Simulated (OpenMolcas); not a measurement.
## Re5+: moving or changing the point charges

Re5+ among 6 point charges of -1.7 e arranged as a tetragonal octahedron (D4h), 2.07 Å from the ion, with the axial distance 2.484 Å.
```
   2.0700    0.0000    0.0000  -1.70
   0.0000    2.0700    0.0000  -1.70
  -2.0700    0.0000    0.0000  -1.70
   0.0000   -2.0700    0.0000  -1.70
   0.0000    0.0000    2.4840  -1.70
   0.0000    0.0000   -2.4840  -1.70
```

```json
{
 "Program": "OpenMolcas 26.06",
 "Method": "CASSCF",
 "Basis": "ANO-RCC-VDZP [7s6p4d2f1g]",
 "Scalar Hamiltonian": "DKH2, point nucleus",
 "Active space": "2 electrons in 5 orbitals (5d)",
 "State averaging": "2S+1 = 3 even, 10 roots; 2S+1 = 1 even, 15 roots",
 "Spin-orbit coupling": "state interaction with AMFI integrals over the reference wave functions"
}
```

Runs around this geometry, states (labels of D4, the rotations of D4h). Energies in cm-1 above the lowest state or level, χT in cm3 K/mol.

```tsv
R (Å)	q (e)	Axial / equatorial distance	Ground state	First state of that spin	First gap with spin-orbit (degeneracies)	χT at 300 K	First state of another spin
2.07	-1.1	1.2	3A2	3E 1414	1149 (1, 1)	0.095	1B2 11638
1.87	-1.7	1.2	3A2	3E 3901	1786 (1, 2)	0.033	1B2 11629
2.07	-1.7	1.2	3A2	3E 2538	1601 (1, 2)	0.055	1B2 11636
2.18	-1.7	1.2	3A2	3E 2016	1434 (1, 2)	0.071	1B2 11606
2.07	-1.7	1.3	3A2	3E 2608	1838 (1, 2)	0.048	1B2 11387
```

Taking the first state of the same spin as R^-n, n = -ln(2016 / 3901) / ln(2.18 / 1.87) = 4.3 between the shortest and longest distance.

Scaling the charges by -1.1 / -1.7 = 0.65 scales the first state of the same spin by 1414 / 2538 = 0.56; with fixed orbitals a first-order splitting would follow the charge.

Without dynamic correlation the repulsion within the d shell is too large (B by tens of per cent), so at a given field states of lower spin stand too high. Spin-orbit coupling mixes the spin-free states strongly: the lowest level takes only 44 % from its leading state, 3A2 (figures for R = 2.07, q = -1.1, ratio = 1.2; the like holds for R = 1.87, q = -1.7, ratio = 1.2, R = 2.07, q = -1.7, ratio = 1.2, R = 2.18, q = -1.7, ratio = 1.2, R = 2.07, q = -1.7, ratio = 1.3). Point charges carry no covalency, so the field is a model and not that of real ligands. No measured value stands beside these numbers.
